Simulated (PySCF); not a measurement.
O2Se, SMILES O=[Se]=O (connectivity only; charge and spin as stated), charge -1, multiplicity 2. The structure is a stationary point at TPSSh-D3(BJ)/def2-SVPD. The multiplicity is an assumed one; other spin states were not compared.

Computed with PySCF with TPSSh-D3(BJ)/def2-SVPD.

Harmonic wavenumbers (cm⁻¹): 314, 799, 811. Rotational constants (GHz): 25.12, 7.920, 6.022; symmetry number 2.

Problem. Work out the zero-point energy and the ideal-gas rigid-rotor harmonic-oscillator thermochemistry at 298.15 K and 1 atm.

Solution. ZPE = ½ Σ hcν = ½ × 1925 cm⁻¹ = 2.75 kcal/mol. H − E(el) = 5.47 kcal/mol. Entropy in cal/(mol K): translation 40.03, rotation 21.73, vibration 1.75, spin 1.38, total 64.88. G − E(el) = -13.87 kcal/mol. Cp = 10.88 cal/(mol K).
